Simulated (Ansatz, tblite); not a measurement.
Forces on Ge3Se4 at its PBE-D4/def2-SVP geometry. Charge 0, multiplicity 1.

The xTB rows come from tblite. Another isomer (singlet) lies 0.46 eV lower at PBE0-D4/def2-TZVP; other spin states weren't run for this one.

GFN1-xTB (tblite), largest force 1.83 eV/Å:

```xyz
7
positions Å, forces eV/Å
Ge   -0.962   -0.099   -1.591    0.961   -1.101    1.094
Ge    0.232   -1.700    0.725   -0.429    0.763   -1.602
Ge   -0.305    2.198    1.674    0.492   -1.227   -1.100
Se    1.750    1.945    0.441   -1.326   -0.657    0.230
Se   -1.606    0.292    1.030    1.308    0.542   -0.301
Se   -0.603   -2.532   -1.438    0.008    1.191    0.819
Se    1.495   -0.103   -0.842   -1.014    0.490    0.860
```

GFN2-xTB (tblite), largest force 0.66 eV/Å:

```
Ge 0.146 -0.425 -0.010
Ge -0.066 -0.140 -0.422
Ge -0.025 0.112 0.090
Se -0.009 -0.282 -0.190
Se -0.064 0.045 0.064
Se -0.215 0.134 0.203
Se 0.233 0.558 0.265
```

PBE-D4/def2-TZVP (Ansatz), largest force 0.17 eV/Å:

```
Ge 0.084 -0.076 0.121
Ge -0.045 0.096 -0.128
Ge -0.006 -0.051 -0.032
Se -0.053 -0.107 -0.046
Se 0.093 0.017 -0.037
Se 0.009 0.055 0.034
Se -0.081 0.067 0.087
```
